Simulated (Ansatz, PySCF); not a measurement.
Dissociation curve of F2 (anion, charge -1), doublet.

- UKS-PBE = Ansatz (an electronic-structure program) with unrestricted PBE/aug-cc-pVDZ
- UKS-B3LYP = unrestricted B3LYP/aug-cc-pVDZ in PySCF
- UCCSD(T) = CCSD(T) on UHF/aug-cc-pVDZ, 2 core orbitals frozen (PySCF)

Energies relative to the lowest point of each curve near equilibrium, in kJ/mol; the last columns give the difference from UCCSD(T):

| R / Å | UKS-PBE | UKS-B3LYP | UCCSD(T) | UKS-PBE − UCCSD(T) | UKS-B3LYP − UCCSD(T) |
|---|---|---|---|---|---|
| 1.60 | 95.5 | 88.0 | 77.5 | 18.1 | 10.6 |
| 1.68 | 54.5 | 47.7 | 38.4 | 16.1 | 9.3 |
| 1.79 | 21.6 | 16.6 | 10.2 | 11.4 | 6.4 |
| 1.87 | 9.0 | 5.5 | 1.6 | 7.4 | 3.9 |
| 1.91 | 5.2 | 2.5 | 0.0 | 5.2 | 2.5 |
| 1.98 | 1.3 | 0.0 | 0.3 | 0.9 | -0.3 |
| 2.05 | 0.0 | 0.1 | 3.6 | -3.6 | -3.4 |
| 2.12 | 0.5 | 2.0 | 8.7 | -8.2 | -6.6 |
| 2.20 | 2.3 | 5.5 | 15.8 | -13.5 | -10.4 |
| 2.27 | 4.6 | 9.1 | 22.7 | -18.1 | -13.6 |
| 2.44 | 10.7 | 18.2 | 39.8 | -29.1 | -21.7 |
| 2.69 | 18.0 | 29.3 | 62.4 | -44.4 | -33.2 |
| 2.94 | 22.1 | 36.5 | 79.7 | -57.6 | -43.2 |
| 3.23 | 23.7 | 41.1 | 93.1 | -69.4 | -52.0 |
| 3.53 | 23.0 | 42.9 | 101.2 | -78.2 | -58.3 |
| 3.99 | 19.3 | 42.1 | 107.3 | -88.1 | -65.2 |
| 4.41 | 14.8 | 39.6 | 110.0 | -95.2 | -70.4 |
| 4.86 | 9.8 | 36.2 | 111.6 | -101.8 | -75.3 |
| 5.33 | 4.8 | 32.6 | 112.5 | -107.8 | -79.9 |
| 5.92 | -0.9 | 28.3 | 113.2 | -114.1 | -85.0 |
| 6.97 | — | 21.9 | 113.9 | — | -92.0 |
| 7.83 | — | 17.8 | 114.2 | — | -96.4 |

UKS-PBE is furthest from UCCSD(T) at 5.92 (-114.1 kJ/mol, below); its mean absolute difference over the points is 44.4 kJ/mol.

UKS-B3LYP is furthest from UCCSD(T) at 7.83 (-96.4 kJ/mol, below); its mean absolute difference over the points is 38.2 kJ/mol.

Dashes: no converged value, or the column stops at the first point that the program doubted or that broke a chosen test of continuity, which isn't proof of a fault.

Where the anion isn't bound against loss of the electron, the finite basis alone holds it. At the longest distance UKS-B3LYP leaves fractional charges on the fragments, a sign of delocalisation error or of the restricted form.
